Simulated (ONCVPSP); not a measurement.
**Varying the ONCV potential for Zn (Z = 30)**

Base potential:

zinc, optimised norm-conserving Vanderbilt (ONCV), made with ONCVPSP 4.0.1 (PBEsol, scalar-relativistic). Core [Ar], reference 3d10 4s2. Waves: 4s: rc 1.65 bohr, ncon 5, nbas 8, qcut 5 1/bohr, 2 projectors, debl 0.5 Ha; p scattering state at 0.07 Ha: rc 1.50 bohr, ncon 4, nbas 8, qcut 5.2 1/bohr, 1 projector; 3d: rc 0.80 bohr, ncon 3, nbas 7, qcut 18.9 1/bohr, 2 projectors, debl 0.8 Ha. Local part: polynomial inside 0.65 bohr (lpopt 4, dvloc0 0 Ha). Core correction: none.

All-electron outer shells of the reference configuration (PBEsol, scalar-relativistic, ld1.x):

```json
{"shell": "3p", "level (eV)": "-83.26", "outermost node (bohr)": "0.25", "outermost maximum (bohr)": "0.59"}
{"shell": "3d", "level (eV)": "-10.17", "outermost node (bohr)": "–", "outermost maximum (bohr)": "0.56"}
{"shell": "4s", "level (eV)": "-6.00", "outermost node (bohr)": "0.85", "outermost maximum (bohr)": "2.09"}
```

Cutoffs, loose and tight: the cutoffs (Ha) at which the residual kinetic energy of the hardest occupied pseudo-wave falls to 1 and 0.1 mHa per electron. They do not see the model core or the augmentation charge, which bear on the density cutoff. Test errors are all-electron minus pseudo excitation energies from the reference, over the configurations 3d10 4s1; 3d10 4s0; 3d9 4s0; 3d10 4s1 4p1. A dash means not determined; rows that change the core or the reference have their own tests. The largest error is taken over the tests solved by every variant that gives reliable tests at all: 3d10 4s0; 3d10 4s1; 3d9 4s0.

A true bound ghost makes a file unfit for plane-wave use even where its test errors are small: the radial tests pick states by their node count and pass the ghost by.

| change | outcome | cutoff, loose | cutoff, tight | bound ghosts | GHOST(+) flags above zero | largest test error (meV) |
| --- | --- | --- | --- | --- | --- | --- |
| base | generated | 137 Ha | 155 Ha | s, p | s | +61 |
| core correction polynomial model core, fcfact 0.75 | generated | 137 Ha | 155 Ha | s, p | s | -100 |
| s: qcut 4; p: qcut 4.1; d: qcut 15 | generated | 108 Ha | 293 Ha | s, p | s | +57 |
| core [Ne], valence charge 20; reference 3s2 3p6 3d9; waves now 3s: rc 0.65 bohr, ncon 5, nbas 9, qcut 9.7 1/bohr, 2 projectors, debl 2.3 Ha; 3p: rc 0.80 bohr, ncon 5, nbas 10, qcut 14.7 1/bohr, 2 projectors, debl 3.9 Ha; 3d: rc 1.25 bohr, ncon 4, nbas 9, qcut 12 1/bohr, 2 projectors, debl 0.6 Ha; local potential polynomial inside 0.60 bohr (lpopt 5, dvloc0 1 Ha) | generated, projector energies reset by the program | 449 Ha | 533 Ha | none | s | +100 |
| s: qcut 4.2 | generated | 137 Ha | 155 Ha | s, p | s | +65 |
| p: qcut 3.8 | generated | 137 Ha | 155 Ha | s, p | s | +61 |

Question: What comes out with this change to the base: s: rc 1.3?

Answer: outcome: failed: optimize: ERROR ps0norm > uunorm, code will stop. Cause: the continuity conditions at rc already need more norm inside rc than the all-electron wave has, so norm conservation cannot be met.

Question: What comes out with this change to the base: local potential polynomial inside 0.80 bohr (lpopt 5, dvloc0 3 Ha)?

Answer: outcome: generated; cutoff, loose: 137 Ha; cutoff, tight: 155 Ha; bound ghosts: s; GHOST(+) flags above zero: s; largest test error (meV): +61.
